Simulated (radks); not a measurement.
The numbers below are computed, except where a source is named.
Charge is removed step by step from the 5p3/2 level of neutral barium, starting from [Kr] 4d10 5s2 5p(1/2: 2, 3/2: 4) 6s2. Code: a radial shooting solver on a logarithmic mesh with Libxc functionals. Model: Dirac Kohn-Sham, LDA (Slater exchange, Perdew-Wang correlation), spin-unpolarised, spherical densities, finite nucleus; Fermi nuclear charge, rms radius 4.8378 fm.

[
 {"removed (e)": "0", "E - E(0) (eV)": "0.000", "eigenvalue (eV)": "-18.151", "E minus straight line (eV)": "0.000"},
 {"removed (e)": "0.1", "E - E(0) (eV)": "1.858", "eigenvalue (eV)": "-19.019", "E minus straight line (eV)": "-0.411"},
 {"removed (e)": "0.2", "E - E(0) (eV)": "3.804", "eigenvalue (eV)": "-19.904", "E minus straight line (eV)": "-0.734"},
 {"removed (e)": "0.3", "E - E(0) (eV)": "5.840", "eigenvalue (eV)": "-20.803", "E minus straight line (eV)": "-0.968"},
 {"removed (e)": "0.4", "E - E(0) (eV)": "7.965", "eigenvalue (eV)": "-21.716", "E minus straight line (eV)": "-1.112"},
 {"removed (e)": "0.5", "E - E(0) (eV)": "10.183", "eigenvalue (eV)": "-22.642", "E minus straight line (eV)": "-1.164"},
 {"removed (e)": "0.6", "E - E(0) (eV)": "12.494", "eigenvalue (eV)": "-23.580", "E minus straight line (eV)": "-1.122"},
 {"removed (e)": "0.7", "E - E(0) (eV)": "14.900", "eigenvalue (eV)": "-24.530", "E minus straight line (eV)": "-0.986"},
 {"removed (e)": "0.8", "E - E(0) (eV)": "17.401", "eigenvalue (eV)": "-25.491", "E minus straight line (eV)": "-0.754"},
 {"removed (e)": "0.9", "E - E(0) (eV)": "19.998", "eigenvalue (eV)": "-26.463", "E minus straight line (eV)": "-0.426"},
 {"removed (e)": "1", "E - E(0) (eV)": "22.694", "eigenvalue (eV)": "-27.445", "E minus straight line (eV)": "0.000"}
]

Removing the whole electron costs 22.694 eV by Delta-SCF, against 18.151 eV from minus the eigenvalue at the starting occupation. Slater's transition state (half an electron removed) gives 22.642 eV. Integrating minus the eigenvalue over the occupation (Janak's theorem) gives 22.694 eV. The mean slope of the eigenvalue, de/dn, is 9.29 eV per electron.
